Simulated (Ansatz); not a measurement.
Born–Oppenheimer molecular dynamics of CH₆ClGa (9 atoms, charge 0, multiplicity 1). It starts at the highest image of a converged band. Of that band: Neighbouring images differ by up to 1.3 eV, so the band resolves the path poorly. A vibrational analysis at the climbing image gives one clearly imaginary mode, 1011i cm⁻¹: a first-order saddle point.

Theory: Ansatz, RKS CAM-B3LYP/def2-SVP.

```
ensemble                      : NVE (velocity Verlet)
time step                     : 0.5 fs
steps asked                   : 200
starting velocities drawn for : 300 K
seed                          : 9356
```

First frame:

```xyz
9
Properties=species:S:1:pos:R:3
Ga -1.003 -0.028 -0.608
Cl -0.928 -1.634 1.337
H -0.954 -0.939 -1.865
H -2.020 1.077 -0.215
H 0.109 -0.687 0.824
C 0.919 0.422 0.128
H 1.726 -0.291 0.365
H 1.230 0.854 -0.841
H 0.920 1.226 0.876
```

**Question.** How far do the bonds stretch over the last three quarters of this one trajectory? (Pairs bonded in most of those frames.)

**Answer.** 
```json
{"bond": "Ga1–Cl2", "mean (Å)": "2.200", "spread (Å)": "0.167", "shortest": "1.96", "longest": "2.47"}
{"bond": "Ga1–H3", "mean (Å)": "1.560", "spread (Å)": "0.009", "shortest": "1.53", "longest": "1.57"}
{"bond": "Ga1–H4", "mean (Å)": "1.556", "spread (Å)": "0.043", "shortest": "1.49", "longest": "1.63"}
{"bond": "H5–C6", "mean (Å)": "1.124", "spread (Å)": "0.092", "shortest": "0.97", "longest": "1.28"}
{"bond": "C6–H7", "mean (Å)": "1.102", "spread (Å)": "0.036", "shortest": "1.03", "longest": "1.17"}
{"bond": "C6–H8", "mean (Å)": "1.106", "spread (Å)": "0.042", "shortest": "1.03", "longest": "1.18"}
{"bond": "C6–H9", "mean (Å)": "1.102", "spread (Å)": "0.032", "shortest": "1.05", "longest": "1.16"}
```

Mean temperature of the second half: 1754 K. The conserved energy stayed within 0.68 meV per atom of its start (net change -0.34 meV per atom), so the integration is sound. The kinetic energy rose, since the run started high on the potential surface and went downhill. It ends in pieces (CH4 + ClGaH2), so much of that is their flight and rotation, not heat. A run of 0.1 ps of so small a system gives no equilibrium averages. The orbitals stay closed-shell, which can raise the energy where a bond breaks towards radicals; this wasn't checked here.

Time of the run: 6.3 min on 2 threads of Intel(R) Xeon(R) Platinum 8488C (Sapphire Rapids) (shared host), peak memory 0.25 GiB.
